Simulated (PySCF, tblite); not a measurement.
Species: C6H11F3.
Structure used (GFN2-xTB), in Å, numbered top down from 1:
```
atom  x, y, z in Å
C1    -2.291    0.583    0.493
C2    -1.081   -0.330    0.309
C3    -1.194   -1.108   -1.003
F4    -0.970   -0.286   -2.084
C5     0.204    0.505    0.369
C6     1.478   -0.302    0.141
F7     1.489   -1.411    0.969
C8     2.741    0.520    0.394
F9     2.646    1.255    1.546
H10   -3.207    0.000    0.545
H11   -2.198    1.159    1.410
H12   -2.368    1.275   -0.343
H13   -1.059   -1.072    1.113
H14   -0.459   -1.915   -1.063
H15   -2.200   -1.521   -1.127
H16    0.263    0.977    1.351
H17    0.165    1.287   -0.391
H18    1.530   -0.696   -0.881
H19    2.897    1.229   -0.425
H20    3.608   -0.138    0.505
```

Method: PBE0/pcSseg-1 in PySCF (dipole) on a GFN2-xTB geometry, gas phase.

Take the most abundant isotopes and a rigid rotor. The values belong to one conformer with, in the numbering `[CH3:1][C@@H:2]([CH2:3][F:4])[CH2:5][C@H:6]([F:7])[CH2:8][F:9]`, C1–C2–C3–F4 73°, C1–C2–C5–C6 -178°, C2–C5–C6–F7 -51°, C5–C6–C8–F9 45°.

Question: What are A, B and C (MHz)?

Answer: Ia = 206.49, Ib = 591.55, Ic = 636.13 u·Å²; 505379 MHz·u·Å²/I gives A = 2447, B = 854.3, C = 794.5 MHz.

Question: What kind of rotor is it?

Answer: A near-prolate asymmetric top; Ray's κ = -0.928.

Question: Is it planar, by Δ = Ic − Ia − Ib?

Answer: Not planar: Δ = Ic − Ia − Ib = -161.90 u·Å². For a rigid frame Δ = −2 Σ m c², so Σ m c² = 80.95 u·Å² lies off the ab plane: 10.10 from hydrogen and 70.86 from heavier atoms. The atom farthest from that plane is 1.72 Å away.

Question: Predict some low-J microwave lines.

Answer: The dipole components are |μa| = 0.76 D, |μb| = 0.60 D, |μc| = 0.23 D. The squared components, which scale the intensities, stand as 1.00 : 0.62 : 0.09 (a : b : c). Some lines, for components of 0.1 D or more:

| type | branch | J(Ka,Kc) | MHz | lower level (cm⁻¹) |
| --- | --- | --- | --- | --- |
| a | Q | 4(1,3) ← 4(1,4) | 599 | 0.594 |
| a | Q | 5(1,4) ← 5(1,5) | 897 | 0.864 |
| c | Q | 5(1,5) ← 5(0,5) | 1220 | 0.823 |
| c | Q | 2(1,2) ← 2(0,2) | 1535 | 0.165 |
| a | R | 1(0,1) ← 0(0,0) | 1649 | 0.000 |
| a | R | 2(1,2) ← 1(1,1) | 3238 | 0.108 |
| c | R | 1(1,0) ← 0(0,0) | 3302 | 0.000 |
| b | R | 5(0,5) ← 4(1,4) | 6867 | 0.594 |
| b | Q | 5(3,2) ← 5(2,3) | 8073 | 1.043 |
| c | Q | 4(3,2) ← 4(2,2) | 8096 | 0.767 |
| b | Q | 4(3,1) ← 4(2,2) | 8096 | 0.767 |
| b | Q | 3(3,0) ← 3(2,1) | 8108 | 0.547 |
| c | R | 2(2,1) ← 1(1,1) | 8197 | 0.108 |
| a | R | 5(4,1) ← 4(4,0) | 8248 | 1.416 |
| a | R | 5(2,3) ← 4(2,2) | 8273 | 0.767 |
| b | R | 3(2,2) ← 2(1,1) | 9726 | 0.222 |
| c | R | 3(2,1) ← 2(1,1) | 9734 | 0.222 |
| c | R | 4(2,2) ← 3(1,2) | 11309 | 0.390 |
| c | R | 4(2,3) ← 3(1,3) | 11644 | 0.378 |
| b | Q | 5(5,1) ← 5(4,2) | 14604 | 1.691 |
| c | R | 4(3,2) ← 3(2,2) | 14715 | 0.547 |
| c | R | 5(3,2) ← 4(2,2) | 16346 | 0.767 |
| c | R | 5(4,2) ← 4(3,2) | 19606 | 1.037 |

Its GFN2-xTB frequencies are all real (lowest 33 cm⁻¹). Zero-point vibration and centrifugal distortion are left out. A rigid rotor knows nothing of internal rotation, which can split or shift real lines.

The run took 25 s wall on an Intel Xeon 6975P-C with one thread, no GPU, shared host with 192 logical CPUs at a one-minute load of 34, and the process peaked at 0.94 GiB of memory. This is the PBE0/pcSseg-1 job that gave the dipole, with the shieldings it also computed.
